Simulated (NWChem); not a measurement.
Species: BNH3 cation

```xyz
5

B      0.0000     0.0000    -0.7758
N      0.0000     0.0000     0.5444
H      0.0000     0.0000    -1.9486
H      0.0000     0.8564     1.1079
H      0.0000    -0.8564     1.1079
```
Atoms are numbered in this order, from 1.

Computed with NWChem. Pople sets run with spherical d functions. The geometry was optimised at B3LYP/6-31G* (spherical d). Core excitations by TDA in a window of 1s orbitals, non-relativistic and unshifted: absolute energies depend strongly on the exact-exchange share.

```json
[
 {"level": "N K edge, PBE/def2-TZVP", "first 1s excitation (eV)": "___", "dipole oscillator strength of the first": "0.0006", "first state with f > 0.002 (eV)": "___", "dipole oscillator strength of that state": "___"},
 {"level": "N K edge, BHandHLYP/6-311G**", "first 1s excitation (eV)": "398.4", "dipole oscillator strength of the first": "0.0006", "first state with f > 0.002 (eV)": "398.8", "dipole oscillator strength of that state": "0.0361"},
 {"level": "B K edge, BHandHLYP/def2-TZVP", "first 1s excitation (eV)": "187.3", "dipole oscillator strength of the first": "0.1034", "first state with f > 0.002 (eV)": "187.3", "dipole oscillator strength of that state": "0.1034"},
 {"level": "B K edge, B3LYP/cc-pVTZ", "first 1s excitation (eV)": "181.8", "dipole oscillator strength of the first": "0.0809", "first state with f > 0.002 (eV)": "181.8", "dipole oscillator strength of that state": "0.0809"}
]
```

Task: Complete the blanks.

Result: 
- N K edge, PBE/def2-TZVP, first 1s excitation (eV): 378.9
- N K edge, PBE/def2-TZVP, first state with f > 0.002 (eV): 380.8
- N K edge, PBE/def2-TZVP, dipole oscillator strength of that state: 0.0202
